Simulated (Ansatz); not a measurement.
This geometry of CH₅FOSi₂ (10 atoms, charge 0, multiplicity 1) is a first-order saddle point.

Level of theory: Ansatz, RKS BLYP/def2-SVP.

```xyz
10
Properties=species:S:1:pos:R:3
F -0.476 -2.515 -0.753
C -0.302 -1.571 0.276
Si -0.422 0.196 -0.453
O 1.039 0.755 -1.132
Si 1.083 1.978 0.142
H 0.694 -1.712 0.749
H -1.081 -1.740 1.053
H -1.586 0.357 -1.378
H 1.241 1.311 1.483
H -0.107 2.891 0.016
```

(1) Which two structures does it join? (They come from a converged band through this point; their orientation in space is the band's.)

(2) How far does it lie above each of them?

Answers

(1) Bonds broken: Si3–H10. Bonds formed: Si3–Si5, Si5–H10.

Initial state:

```xyz
10
Properties=species:S:1:pos:R:3
F -0.494 -2.293 -0.837
C -0.607 -1.476 0.299
Si -0.518 0.370 -0.190
O 1.022 0.727 -0.787
Si 2.416 1.671 -0.648
H 0.198 -1.742 1.022
H -1.580 -1.684 0.805
H -1.511 0.638 -1.276
H 1.974 2.537 0.589
H -0.818 1.202 1.027
```

Final state:

```xyz
10
Properties=species:S:1:pos:R:3
F -0.223 -2.592 -0.992
C -0.207 -1.733 0.123
Si -0.499 0.070 -0.455
O 0.937 0.943 -0.903
Si 0.428 1.885 0.476
H 0.773 -1.820 0.643
H -1.000 -2.054 0.838
H -1.578 0.091 -1.494
H 1.399 1.861 1.619
H 0.052 3.298 0.147
```

(2) 127.6 kJ/mol above the first and 95.8 kJ/mol above the second. This is the barrier of this one path; another mechanism may lie lower. The orbitals stay closed-shell, which can raise the energy where a bond breaks towards radicals; this wasn't checked here.

The run took 2.8 min on 2 threads of Arm Neoverse V1, on a shared host, peak memory 0.14 GiB.
